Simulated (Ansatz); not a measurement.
Cartesian coordinates in Å:
```
C 0.1820 1.9350 -0.3392
C 0.9953 1.0218 -0.8610
Si 1.4518 -0.5710 -0.0163
S 0.2491 -0.9427 1.7044
Ge -1.7126 -1.2193 0.6822
H -0.2721 1.7964 0.6381
H -0.0598 2.8575 -0.8592
H 1.4248 1.2124 -1.8445
H 2.8533 -0.5309 0.4769
H 1.3230 -1.6885 -0.9898
H -2.4964 0.1015 0.6809
H -1.4640 -1.6904 -0.7581
H -2.4742 -2.2818 1.4855
```

The species carries charge 0 and has multiplicity 1.

Question: List the r2SCAN/def2-TZVPP orbital energies in eV (the Gaussian-basis code of Ansatz). (An estimate is asked.)

Answer: Computed: Occupied: -10834.70, -2408.87, -1791.41, -1349.79, -1199.85, -1199.83, -1199.83, -273.45, -273.16, -213.32, -167.97, -157.37, -157.31, -157.21, -141.81, -117.72, -117.63, -117.62, -96.71, -96.65, -96.64, -30.98, -30.95, -30.93, -30.86, -30.86, -20.19, -18.62, -15.28, -14.25, -12.93, -11.80, -10.41, -9.67, -9.29, -9.01, -8.36, -8.29, -7.72, -7.20, -6.43. Lowest empty: -1.47, -0.71, -0.11, 0.29, 0.70, 0.99, 1.09, 1.65.
